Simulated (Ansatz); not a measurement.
One geometry of the cluster Li₆⁻, several levels of theory.

```yaml
crystal:
  periodic: [false, false, false]
  atoms:
    - {symbol: Li, position_ang: [-1.875783, 0.422685, 0.969512]}
    - {symbol: Li, position_ang: [0.929061, -0.774638, 1.750299]}
    - {symbol: Li, position_ang: [-0.896153, 0.789995, -1.752529]}
    - {symbol: Li, position_ang: [1.868094, -0.446954, -0.982112]}
    - {symbol: Li, position_ang: [-0.655363, -1.922928, -0.711524]}
    - {symbol: Li, position_ang: [0.630153, 1.931830, 0.726353]}
basis:
  gaussian: {orbitals: def2-SVPD, initial_orbitals: start.molden}
total_charge: -1
magnetization: {spin_polarized: true, initial_magnetization: 1}
hamiltonian: {xc: pbe0}
scf: {omitted_lower_state_checks: [starts]}
output: {orbitals: {seedname: orbitals}}
```

The file start.molden holds the orbitals of an earlier run on this structure, at another level or in another basis.

```sh
$ ansatz run in.yaml --threads 4 --pin off --events-out ev --progress --plain --max-ram 3916MiB
```

Shortened log:

```
Functional definition: PBE0
894 factors; their error is unknown
mean field evaluation 1: about -1223.7367 eV, gradient 1.3e0 eV
mean field evaluation 2: about -1223.7647 eV, gradient 2.5e-2 eV
mean field evaluation 4: about -1223.6887 eV, gradient 4.5e-3 eV
mean field evaluation 8: about -1223.6887 eV, gradient 1.8e-5 eV
mean field -1223.68869464 eV, -44.9697300822 hartree, gradient 4.8e-6 eV, S^2 0.794455; 0 other end points of the search recorded, 0 dependent functions left out
reference -1223.68872453 eV, -44.9697311805 hartree; 10, 9 occupied and 62, 63 virtual orbitals, 894 factors
Total energy: -1223.68872453 eV, -44.9697311805 hartree
Checks for a lower state left out: starts
```

Hardware: 4 threads of Arm Neoverse V2 on a shared host. Wall time 2.9 s.

The first input with `gaussian: {orbitals: def2-TZVPD, initial_orbitals: start.molden}`, `hamiltonian: {xc: {name: BHLYP}}` (abridged; 3 s):

```
Functional definition: BHLYP
mean field -1226.65101831 eV, -45.0785934691 hartree, gradient 5.2e-6 eV, S^2 0.776354
Total energy: -1226.65115266 eV, -45.0785984061 hartree
Checks for a lower state left out: starts
```

As the first input, with `gaussian: {orbitals: def2-TZVPD, initial_orbitals: start.molden}`, `hamiltonian: {xc: {name: wB97M-V}}` (abridged; 13 s):

```
Functional definition: wB97M-V
mean field -1225.37330252 eV, -45.0316382797 hartree, gradient 6.1e-6 eV, S^2 0.752412
Total energy: -1225.37332389 eV, -45.0316390651 hartree
Checks for a lower state left out: starts
```

First input, but with `gaussian: {orbitals: def2-TZVPD, initial_orbitals: start.molden}`, `hamiltonian: {xc: {text: "exchange = 0.50*pbe_x + 0.50*exact_x\ncorrelation = pbe_c"}}` (abridged; 3.5 s):

```
Functional definition: unnamed
mean field -1225.40789844 eV, -45.0329096562 hartree, gradient 6.2e-6 eV, S^2 0.816311
Total energy: -1225.40791829 eV, -45.0329103857 hartree
Checks for a lower state left out: starts
```

As the first input, with `gaussian: {orbitals: def2-TZVPD, initial_orbitals: start.molden}`, `hamiltonian: {xc: pbe}`, `correlation: {method: rpa}` and without the key `output` (abridged; 1.8 s):

```
Functional definition: PBE
mean field -1224.15910616 eV, -44.9870173864 hartree, gradient 8.7e-6 eV, S^2 0.779095
Total energy: -1231.07679818 eV, -45.2412378792 hartree
Checks for a lower state left out: starts
```

As the first input, with `gaussian: {orbitals: def2-TZVPD, initial_orbitals: start.molden}`, `hamiltonian: {xc: {text: "exchange = 0.65*pbe_x + 0.35*exact_x\ncorrelation = pbe_c"}}` (abridged; 2.8 s):

```
Functional definition: unnamed
mean field -1225.00102691 eV, -45.0179574035 hartree, gradient 5.3e-6 eV, S^2 0.790774
Total energy: -1225.00105232 eV, -45.0179583372 hartree
Checks for a lower state left out: starts
```

The first input with `gaussian: {orbitals: def2-TZVPD, initial_orbitals: start.molden}`, `hamiltonian: {xc: r2scan}`, `output: {forces: true, orbitals: {seedname: orbitals}}` (abridged; 13 s):

```
Functional definition: r2SCAN
mean field evaluation 16: about -1226.8502 eV, gradient 4.4e-5 eV
mean field -1226.85020756 eV, -45.0859135387 hartree, gradient 1.5e-8 eV, S^2 1.054501
Total energy: -1226.85029244 eV, -45.0859166581 hartree
Atom 0 force    -0.000316    -0.000090    -0.000263 eV/Å
Atom 1 force     0.000250     0.001264     0.000178 eV/Å
Atom 2 force    -0.000468    -0.000083     0.000750 eV/Å
Atom 3 force     0.000900    -0.001045    -0.000347 eV/Å
Atom 4 force    -0.000459    -0.000408    -0.001029 eV/Å
Atom 5 force     0.000092     0.000362     0.000711 eV/Å
Dipole moment:     0.023876     0.001483     0.015181 e Å
Checks for a lower state left out: starts
```

Geometry: r2SCAN/def2-TZVPD.

Correlated methods freeze no core orbitals; core or outer-core shells of Li are correlated, in sets that lack core-valence functions. At r2SCAN/def2-TZVPD the charge -1 doublet is spin-contaminated (final ⟨S²⟩ up to 1.05, 0.75 for a pure state). At r2SCAN/def2-TZVPD the highest occupied level of the charge -1 doublet lies above zero (up to 0.11 eV). Its loss leaves the charge 0 triplet, which lies 1.15 eV higher (vertical, at r2SCAN/def2-TZVPD), but this difference is unsure: the triplet is doubtful (geometry relaxed on an unsound state). The geometry of the doublet was relaxed on an unsound state (⟨S²⟩ 1.05, where a pure state has 0.75). The structure comes from a short search, and lower isomers may exist.
